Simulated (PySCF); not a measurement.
# How methods differ on the electron affinity of Re

Re⁻ [Xe] 4f14 5d6 6s2 (5D) → Re [Xe] 4f14 5d5 6s2 (6S), as a difference of total energies. All numbers are calculated (PySCF 2.14, a scalar-relativistic core potential, in def2-TZVPPD with the def2 core potential (60 electrons) (6s5p3d2f1g, 59 functions)). Correlated levels: valence: 5s2 5p6 frozen. The calculations carry no spin-orbit coupling.

```json
{"method": "UHF", "electron affinity (eV)": "-2.300", "difference from reference (eV)": "-2.360"}
{"method": "MP2 (valence)", "electron affinity (eV)": "-0.821", "difference from reference (eV)": "-0.881"}
{"method": "SCS-MP2 (valence)", "electron affinity (eV)": "-0.622", "difference from reference (eV)": "-0.682"}
{"method": "CCSD (valence)", "electron affinity (eV)": "-0.869", "difference from reference (eV)": "-0.929"}
{"method": "CCSD(T) (valence)", "electron affinity (eV)": "-0.716", "difference from reference (eV)": "-0.776"}
```

Reference: 0.060 eV (measured; photodetachment measurements, as compiled on the Wikipedia data page of electron affinities).

The reference lies between the lowest fine-structure levels, while these numbers refer to the centres of the terms.

Errors of the correlated levels include the incompleteness of this basis and the frozen core.

A negative affinity means that the anion lies above the atom at that level of theory.
